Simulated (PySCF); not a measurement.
**SMILES FC(CC(=O)Br)(F)F, C3H2BrF3O**

Geometry (Å), atoms numbered from 1 in this order:
```xyz
10

O     1.087    1.749   -0.094
C     1.235    0.583   -0.066
Br    3.037   -0.179   -0.131
C     0.211   -0.511    0.018
C    -1.212    0.040    0.036
F    -2.099   -0.964    0.103
F    -1.500    0.738   -1.064
F    -1.440    0.828    1.088
H     0.316   -1.182   -0.840
H     0.374   -1.097    0.927
```

The calculation used PySCF, GIAO revPBE/6-31G magnetisability, rotational g tensor and spin-rotation constants, non-relativistic, gas phase. Geometry: GFN2-xTB.

The calculation is non-relativistic, which matters for the atoms heavier than Zn.

Task: Give the nuclear spin-rotation constants along the inertial axes (H = +C I·J) beside the isotropic shieldings.

Result: Rotational constants 3.5244, 0.5913, 0.5574 GHz. A star marks the isotopologue with that one atom substituted, in its own axes.
| atom | isotope | Caa (kHz) | Cbb (kHz) | Ccc (kHz) | mean (kHz) | σ (ppm) |
| --- | --- | --- | --- | --- | --- | --- |
| Br3 | 79Br | 2.359 | 2.012 | 1.608 | 1.993 | 1605.1 |
| F6 | 19F | 4.327 | 0.790 | 0.713 | 1.943 | 246.8 |
| F7 | 19F | 5.331 | 0.692 | 0.607 | 2.210 | 251.0 |
| F8 | 19F | 5.288 | 0.689 | 0.618 | 2.198 | 250.9 |
| H9 | 1H | -0.413 | -0.033 | -0.017 | -0.154 | 29.4 |
| H10 | 1H | -0.415 | -0.039 | -0.011 | -0.155 | 29.3 |
| O1 | 17O* | -2.080 | -0.523 | -0.074 | -0.892 | -259.1 |
| C2 | 13C* | 1.718 | 0.185 | 0.146 | 0.683 | 27.2 |
| C4 | 13C* | 0.467 | 0.122 | 0.115 | 0.235 | 141.4 |
| C5 | 13C* | 1.080 | 0.168 | 0.156 | 0.468 | 66.8 |

For the geometry as given, no vibrational averaging.
